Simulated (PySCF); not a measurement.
## How methods differ on the ionisation energy of Pb⁵³⁺

Pb⁵³⁺ [Ar] 3d10 4s1 [4s1/2^1, M_J = 1/2] → Pb⁵⁴⁺ [Ar] 3d10, as a difference of total energies. Computed with PySCF 2.14 in an even-tempered Gaussian basis (16 s from 8.3 bohr⁻², ratio 2.8; 13 p from 11 bohr⁻², ratio 2.8; 8 d from 19 bohr⁻², ratio 2.8; 4 f from 42 bohr⁻², ratio 3), with the two-component X2C-1e Hamiltonian. Correlated levels: [Ne] frozen; the 72 highest virtual spinors dropped. "Screened" scales the spin-orbit matrix elements by Boettger's factors to mimic the two-electron term; Breit and QED terms are absent.

```
                    method  ionisation energy (eV)
           GHF (spin-free)                  3263.2
          GMP2 (spin-free)                  3264.5
 GHF (screened spin-orbit)                  3262.6
GMP2 (screened spin-orbit)                  3263.9
```

Breit and QED terms and the two-electron picture change are absent.

For comparison: 3282.1 ± 2 eV (semi-empirical (NIST evaluation); NIST Atomic Spectra Database, ionization energies).
